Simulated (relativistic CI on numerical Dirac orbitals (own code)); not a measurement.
# Energy levels of Cd32+

Calculated at this level of theory: Dirac-Coulomb-Breit CI, separate exchange-only KLI orbitals for each configuration, model QED (radiative potential, 1s self-energy scaled to tabulated hydrogen-like ionisation energies), unscaled Slater integrals (own radial code, finite nucleus).

Configuration list (outside the closed core [Ne]): 3s2 3p4, 3s 3p5, 3s2 3p3 3d, 3p6, 3s 3p4 3d, 3p5 3d, 3s 3p3 3d2, 3s2 3p2 3d 4p, 3p5 4s, 3s 3p3 3d 4s, 3p5 4p, 3s2 3p3 4s, 3s2 3p3 4p, 3s2 3p3 4d, 3p4 3d 4p, 3s 3p4 4s, 3s2 3p3 4f, 3s 3p4 4p, 3s 3p4 4d, 3s 3p4 4f, 3s2 3p3 5s, 3s2 3p3 5p, 3s2 3p3 5d, 3s2 3p2 4s 4p, 3s2 3p3 5f, 3s2 3p3 5g, 3s 3p3 4s2, 3s 3p4 5s, 3s2 3p2 3d2, 3s2 3p 3d3, 3s 3p2 3d3, 3s2 3p 3d2 4s, 3s2 3p 3d2 4p, 3s2 3p 3d2 4d, 3p4 3d2, 3p3 3d3, 3p3 3d2 4s, 3p3 3d2 4p, 3p3 3d2 4d, 3s2 3p2 3d 4s, 3s 3p2 3d2 4s, 3s2 3p 3d 4s2, 3s2 3p 3d 4s 4p, 3s2 3p 3d 4s 4d, 3p4 3d 4s, 3p3 3d 4s2, 3p3 3d 4s 4p, 3p3 3d 4s 4d, 3s2 3p2 4s2, 3s 3p2 3d 4s2, 3s2 3p 4s2 4p, 3s2 3p 4s2 4d, 3s2 3p2 4p2, 3s2 3p 3d 4p2, 3s 3p2 3d 4p2, 3s2 3p 4s 4p2, 3s2 3p 4p3, 3s2 3p 4p2 4d, 3s 3p3 4s 4p, 3s 3p2 3d 4s 4p, 3s 3p2 4s2 4p, 3s 3p2 4s 4p2, 3s 3p2 4s 4p 4d. Double excitations out of closed p, d and f shells are left out; levels of such configurations are missing from the list, as are those of other unlisted configurations, and high levels can miss mixing partners. These lack a partner that the ground configuration has and come out too high: 3s2 3p3 4f, 3s 3p4 4p, 3s 3p4 4d, 3s 3p4 4f, 3s2 3p3 5s.

The lowest level is 3s2 3p4 3P_2, with 73 % of that term; Hund's rules for 3s2 3p4 give 3P with J = 2, in agreement.

| No. | Configuration | Term | J | E (eV) | % | Landé g | jj configuration (%) |
| --- | --- | --- | --- | --- | --- | --- | --- |
| 1 | 3s2 3p4 | 3P | 2 | 0.000 | 73 | 1.369 | 3p3/2^2 (97) |
| 2 | 3s2 3p4 | 1S | 0 | 10.758 | 53 |  | 3p3/2^2 (96) |
| 3 | 3s2 3p4 | 3P | 1 | 42.441 | 98 | 1.497 | 3p1/2 3p3/2^3 (98) |
| 4 | 3s2 3p4 | 1D | 2 | 48.668 | 73 | 1.122 | 3p1/2 3p3/2^3 (97) |
| 5 | 3s2 3p4 | 3P | 0 | 95.783 | 53 |  | 3p3/2^4 (96) |
| 6 | 3s 3p5 | 3P° | 2 | 128.704 | 50 | 1.422 | 3s 3p3/2^3 (50) |
| 7 | 3s2 3p3 3d | 5D° | 1 | 132.068 | 27 | 1.247 | 3p3/2 3d3/2 (72) |
| 8 | 3s2 3p3 3d | 3F° | 2 | 134.261 | 28 | 1.082 | 3p3/2 3d3/2 (61) |
| 9 | 3s2 3p3 3d | 5D° | 0 | 135.995 | 47 |  | 3p3/2 3d3/2 (89) |
| 10 | 3s2 3p3 3d | 5D° | 3 | 136.000 | 31 | 1.222 | 3p3/2 3d3/2 (78) |
| 11 | 3s2 3p3 3d | 5D° | 4 | 144.460 | 44 | 1.321 | 3p3/2 3d5/2 (92) |
| 12 | 3s 3p5 | 3P° | 1 | 150.471 | 30 | 1.368 | 3s 3p3/2^3 (42) |
| 13 | 3s2 3p3 3d | 5D° | 2 | 152.843 | 35 | 1.339 | 3p3/2 3d5/2 (55) |
| 14 | 3s2 3p3 3d | 3G° | 3 | 158.128 | 27 | 1.094 | 3p3/2 3d5/2 (61) |
| 15 | 3s2 3p3 3d | 3D° | 1 | 165.426 | 65 | 0.820 | 3p3/2 3d5/2 (62) |
| 16 | 3s2 3p3 3d | 3P° | 0 | 169.201 | 34 |  | 3p1/2 3p3/2^2 3d3/2 (62) |
| 17 | 3s2 3p3 3d | 3D° | 1 | 171.214 | 40 | 0.990 | 3p1/2 3p3/2^2 3d3/2 (73) |
| 18 | 3s2 3p3 3d | 3F° | 2 | 171.262 | 46 | 0.991 | 3p1/2 3p3/2^2 3d3/2 (92) |
| 19 | 3s2 3p3 3d | 3F° | 3 | 174.936 | 53 | 1.127 | 3p1/2 3p3/2^2 3d3/2 (82) |
| 20 | 3s2 3p3 3d | 1S° | 0 | 176.093 | 38 |  | 3p1/2 3p3/2^2 3d5/2 (41) |
| 21 | 3s2 3p3 3d | 3D° | 3 | 180.448 | 62 | 1.300 | 3p1/2 3p3/2^2 3d5/2 (91) |
| 22 | 3s2 3p3 3d | 3G° | 4 | 180.897 | 66 | 1.137 | 3p1/2 3p3/2^2 3d3/2 (67) |
| 23 | 3s2 3p3 3d | 3D° | 1 | 181.558 | 40 | 0.894 | 3p1/2 3p3/2^2 3d5/2 (57) |
| 24 | 3s2 3p3 3d | 1G° | 4 | 183.307 | 40 | 1.209 | 3p1/2 3p3/2^2 3d5/2 (70) |
| 25 | 3s2 3p3 3d | 3F° | 2 | 187.885 | 48 | 0.906 | 3p1/2 3p3/2^2 3d3/2 (84) |
| 26 | 3s2 3p3 3d | 3F° | 4 | 188.905 | 59 | 1.154 | 3p1/2 3p3/2^2 3d5/2 (89) |
| 27 | 3s2 3p3 3d | 3G° | 5 | 191.246 | 99 | 1.196 | 3p1/2 3p3/2^2 3d5/2 (99) |
| 28 | 3s2 3p3 3d | 3S° | 1 | 197.918 | 38 | 1.435 | 3p1/2 3p3/2^2 3d5/2 (36) |
| 29 | 3s2 3p3 3d | 3P° | 2 | 200.261 | 40 | 1.277 | 3p1/2 3p3/2^2 3d3/2 (45) |
| 30 | 3s2 3p3 3d | 3D° | 3 | 200.963 | 66 | 1.195 | 3p1/2 3p3/2^2 3d3/2 (64) |
| 31 | 3s2 3p3 3d | 3D° | 2 | 201.421 | 50 | 1.227 | 3p1/2 3p3/2^2 3d5/2 (82) |
| 32 | 3s2 3p3 3d | 3P° | 0 | 201.692 | 41 |  | 3p1/2 3p3/2^2 3d5/2 (51) |
| 33 | 3s2 3p3 3d | 3F° | 3 | 205.454 | 41 | 1.138 | 3p1/2 3p3/2^2 3d5/2 (94) |
| 34 | 3s2 3p3 3d | 3P° | 1 | 206.989 | 48 | 1.265 | 3p1/2 3p3/2^2 3d3/2 (53) |
| 35 | 3s2 3p3 3d | 3D° | 2 | 207.532 | 38 | 1.071 | 3p1/2 3p3/2^2 3d5/2 (65) |
| 36 | 3s2 3p3 3d | 1F° | 3 | 211.047 | 48 | 1.050 | 3p1/2 3p3/2^2 3d5/2 (54) |
| 37 | 3s2 3p3 3d | 3D° | 1 | 213.868 | 26 | 1.141 | 3p1/2 3p3/2^2 3d3/2 (64) |
| 38 | 3s2 3p3 3d | 1D° | 2 | 219.292 | 42 | 1.165 | 3p1/2 3p3/2^2 3d5/2 (77) |
| 39 | 3s2 3p3 3d | 1P° | 1 | 219.734 | 31 | 1.168 | 3p1/2 3p3/2^2 3d5/2 (52) |
| 40 | 3s2 3p3 3d | 3F° | 4 | 235.627 | 55 | 1.208 | 3p3/2^3 3d5/2 (95) |
| 41 | 3s2 3p3 3d | 3P° | 2 | 238.482 | 44 | 1.275 | 3p3/2^3 3d5/2 (91) |
| 42 | 3s2 3p3 3d | 3P° | 0 | 240.733 | 69 |  | 3p3/2^3 3d3/2 (69) |
| 43 | 3s2 3p3 3d | 3P° | 1 | 242.780 | 32 | 1.211 | 3p3/2^3 3d3/2 (64) |
| 44 | 3s2 3p3 3d | 3D° | 3 | 246.267 | 47 | 1.196 | 3p3/2^3 3d5/2 (91) |
| 45 | 3s2 3p3 3d | 1F° | 3 | 247.483 | 58 | 1.055 | 3p3/2^3 3d3/2 (74) |
| 46 | 3s2 3p3 3d | 3D° | 2 | 247.892 | 41 | 1.031 | 3p3/2^3 3d3/2 (80) |
| 47 | 3s 3p4 3d | 5D | 2 | 256.950 | 50 | 1.462 | 3s 3p3/2^2 3d3/2 (79) |
| 48 | 3s 3p4 3d | 5D | 3 | 257.479 | 56 | 1.420 | 3s 3p3/2^2 3d3/2 (64) |
| 49 | 3s 3p4 3d | 5D | 1 | 259.076 | 37 | 1.709 | 3s 3p3/2^2 3d3/2 (77) |
| 50 | 3s 3p4 3d | 5D | 4 | 261.402 | 50 | 1.408 | 3s 3p3/2^2 3d5/2 (43) |
| 51 | 3s 3p4 3d | 5D | 0 | 265.052 | 36 |  | 3s 3p3/2^2 3d3/2 (34) |
| 52 | 3s2 3p2 3d2 | 3F | 2 | 267.214 | 25 | 0.842 | 3p1/2^2 3d3/2^2 (74) |
| 53 | 3s2 3p3 3d | 1P° | 1 | 270.794 | 47 | 0.912 | 3p3/2^3 3d5/2 (79) |
| 54 | 3s 3p4 3d | 1S | 0 | 271.405 | 39 |  | 3s 3p3/2^2 3d5/2 (37) |
| 55 | 3s 3p4 3d | 5F | 5 | 272.920 | 77 | 1.358 | 3s 3p3/2^2 3d5/2 (91) |
| 56 | 3s 3p4 3d | 3F | 4 | 273.714 | 49 | 1.242 | 3s 3p3/2^2 3d3/2 (48) |
| 57 | 3s 3p4 3d | 3D | 1 | 274.549 | 40 | 1.272 | 3s 3p3/2^2 3d3/2 (61) |
| 58 | 3s 3p4 3d | 3D | 2 | 278.869 | 27 | 1.367 | 3s 3p3/2^2 3d3/2 (37) |
| 59 | 3s 3p4 3d | 5F | 3 | 279.790 | 17 | 1.149 | 3p1/2^2 3d3/2 3d5/2 (33) |
| 60 | 3s 3p4 3d | 5F | 1 | 283.835 | 29 | 1.019 | 3s 3p3/2^2 3d3/2 (41) |
| 61 | 3s 3p4 3d | 3P | 1 | 285.127 | 24 | 1.011 | 3s 3p3/2^2 3d5/2 (38) |
| 62 | 3s 3p4 3d | 3F | 3 | 286.076 | 21 | 1.010 | 3s 3p3/2^2 3d3/2 (30) |
| 63 | 3s2 3p2 3d2 | 5G | 2 | 286.415 | 28 | 0.884 | 3s 3p3/2^2 3d3/2 (33) |
| 64 | 3s2 3p2 3d2 | 3P | 0 | 287.535 | 38 |  | 3p1/2^2 3d3/2^2 (57) |
| 65 | 3s 3p4 3d | 5F | 4 | 287.906 | 21 | 1.177 | 3s 3p3/2^2 3d5/2 (52) |
| 66 | 3s 3p4 3d | 5F | 2 | 289.769 | 24 | 1.124 | 3s 3p3/2^2 3d5/2 (37) |
| 67 | 3s 3p4 3d | 3D | 3 | 290.741 | 32 | 1.278 | 3s 3p3/2^2 3d5/2 (64) |
| 68 | 3s 3p4 3d | 3P | 0 | 293.792 | 45 |  | 3s 3p1/2 3p3/2^3 3d3/2 (61) |
| 69 | 3s2 3p2 3d2 | 5D | 1 | 294.278 | 28 | 1.251 | 3p1/2^2 3d3/2 3d5/2 (32) |
| 70 | 3s 3p4 3d | 3D | 3 | 294.924 | 26 | 1.322 | 3s 3p3/2^2 3d5/2 (49) |

Energies count from the lowest computed level; ° marks odd parity. Filled j subshells are mostly left out of the jj labels.

The mean weight of the leading LS term, summed over parents, in these 70 levels is 44 %, and that of the leading jj configuration (from the same eigenvectors) 66 %, so jj coupling describes them better and the LS labels are nominal.

At this charge energies of transitions that change n are usually good to better than 1 %, and those within a shell (Δn = 0) to a few per cent.

LS names give the leading component of a level, which can be under half, so a name can repeat, a term be missing and a line seem to break the LS rules.
